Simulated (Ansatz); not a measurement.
Consider the ligand exchange at a Ge–C bond: `[CH3][GeH2][Cl]` + HI → `[Cl][GeH2][I]` + CH₄.

Gas-phase electronic energies from Ansatz, PBE0-D4/def2-TZVP geometries. CBS: MP2 limit from def2 TZ/QZ plus the TZ coupled-cluster correction, frozen cores. This one scheme is used for every species. Functionals use def2-TZVPP. Elements past krypton have def2 core potentials. For Ge, I outer-core shells are correlated without core-valence functions, which leaves a few kJ/mol of doubt a bond. Scalar relativity is left out up to krypton.

**Question.** Is it downhill or uphill in electronic energy at CCSD(T)/CBS, and by how much? (Estimate.)

**Answer.** Computed: Downhill: ΔE = -90.7 kJ/mol.

**Question.** What do these levels give: r2SCAN-D4, r2SCANh-D4, BHLYP-D4, BLYP, PBE0, r2SCANh? (Estimate.)

**Answer.** Ansatz gave: r2SCAN-D4 -95.0, r2SCANh-D4 -95.3, BHLYP-D4 -99.2, BLYP -93.5, PBE0 -93.8, r2SCANh -95.2 kJ/mol.

Largest T1 diagnostic among the species: 0.010.

In def2-TZVPP, CCSD(T) changes the Hartree–Fock value by +13.0 kJ/mol (the triples alone add −0.5 kJ/mol) and MP2 by +5.4 kJ/mol. Leaving LDA and LC-ωPBE aside and taking each functional with its dispersion term where it has one, the values, not all of them listed here, spread over 9.9 kJ/mol, from BHLYP-D4 to CAM-B3LYP-D4. LDA lies +7.3 kJ/mol from PBE without D4.
